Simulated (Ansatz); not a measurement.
Relaxation of AlCl2H4N (8 atoms, charge 0, multiplicity 1), to a largest force component of 0.03 eV/Å in at most 50 steps.

Level of theory: Ansatz, RKS B3LYP-D4/6-31G*.

```xyz
8
Properties=species:S:1:pos:R:3:forces:R:3
Al 0.074 -0.679 -0.399 -0.04 -1.53 0.94
H -0.073 0.224 2.207 -0.03 1.56 0.41
Cl 1.864 0.332 -0.805 0.01 0.00 0.01
Cl -1.748 0.085 -1.102 0.01 0.00 0.01
N 0.075 -2.232 0.622 0.06 1.25 -1.20
H -0.705 -2.878 0.579 -0.01 0.00 0.01
H 0.941 -2.728 0.801 -0.01 -0.01 0.00
H -0.060 -0.470 2.048 0.01 -1.28 -0.17
```

**Question.** Where does it end, and by what steps?

**Answer.** It converged. After 5 steps the energy has fallen by 0.228 eV; H8 moved furthest, 0.50 Å.

```
step  energy less start (eV)  largest force component (eV/Å)  accepted
   0                  0.0000                           1.563       yes
   1                 -0.1626                           0.885       yes
   2                 -0.2114                           0.593       yes
   3                 -0.2133                           0.235       yes
   4                 -0.2229                           0.185       yes
   5                 -0.2282                           0.012       yes
```

```xyz
8
Properties=species:S:1:pos:R:3
Al 0.095 -0.811 -0.510
H -0.159 0.543 2.554
Cl 1.886 0.215 -0.887
Cl -1.732 0.017 -1.129
N 0.125 -2.367 0.312
H -0.697 -2.918 0.521
H 0.968 -2.830 0.626
H -0.119 -0.194 2.464
```

Run time: 11 s on 1 thread of AMD EPYC 9R45 96-Core Processor (Zen 5), on a shared host, peak memory 0.19 GiB.
